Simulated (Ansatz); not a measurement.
Species: AlNH$_{4}$, charge 0, singlet. AlNH4 (SMILES [NH2][AlH2]).
B3LYP-D3(BJ)/def2-TZVP minimum from Ansatz (a first-principles code):
```xyz
6

Al     0.0165    -0.2933    -0.5804
H     -1.2374    -0.1327    -1.5234
H      1.3078    -1.1186    -0.9528
N     -0.0284     0.5049     0.9991
H     -0.7977     1.0574     1.3449
H      0.7116     0.4728     1.6832
```

Total energies in cc-pV(T+d)Z, 12 correlated electrons, 6 frozen orbitals. Open shells are spin-unrestricted; no spin-orbit coupling. Correlated methods leave the cores frozen. No relativity.

```tsv
method	program	energy (Eh)	minus CCSDT(Q) (mEh)
HF	Ansatz	-298.75618	342.58
MP2	Ansatz	-299.06305	35.72
CCSD	Ansatz	-299.08718	11.58
CCSD(T)	Ansatz	-299.09778	0.98
CCSDT(Q)	Ansatz	-299.09876	0.00
```

Rough core times of Ansatz's runs on a shared machine: CCSD(T) under 20 s, CCSDT(Q) 10 min.
